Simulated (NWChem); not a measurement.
CaF$_{2}$; SMILES [Ca]([F])[F]

Results from NWChem. Medium grid unless said otherwise, to which SCAN and Minnesota functionals are sensitive. Coordinates come from a PBE0-D3(BJ)/def2-TZVP optimisation. Total energies of different functionals are on different scales.

```tsv
level	energy (Ha)	highest occupied level (eV)	orbital gap (eV)	dipole (D)
B3LYP/def2-SVP	-877.1951	-8.22	6.17	4.04
PBE/def2-SVP	-876.7696	[?]	[?]	3.85
B97-D/def2-SVP	-877.1914	-6.65	4.53	3.91
OLYP/def2-SVP	-877.1981	-6.51	3.91	3.85
Hartree-Fock/def2-SVP	-875.5313	-13.73	13.69	4.59
r2SCAN/def2-SVP	-877.0628	-6.96	5.26	4.05
```

Some entries are withheld; supply them.


- PBE/def2-SVP, highest occupied level (eV): -6.57
- PBE/def2-SVP, orbital gap (eV): 4.25
